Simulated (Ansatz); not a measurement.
`O[SiH]1C[Se]C1`, charge 0, multiplicity 1.

(1) Give a relaxed structure at PBE0-D4/def2-TZVP (Ansatz). (An estimate is asked.)

Results:

(1) The calculation gave: 
Cartesian coordinates in Å:
```
O 0.750 0.149 -1.998
Si -0.251 0.145 -0.694
C -0.329 -1.374 0.400
Se -0.689 -0.149 1.913
C 0.149 1.239 0.775
H 1.679 -0.040 -1.861
H -1.591 0.468 -1.230
H 0.598 -1.921 0.575
H -1.148 -2.071 0.230
H 1.198 1.359 1.046
H -0.368 2.194 0.843
```
Point group Cs.
This is one stationary point; other conformers may exist.
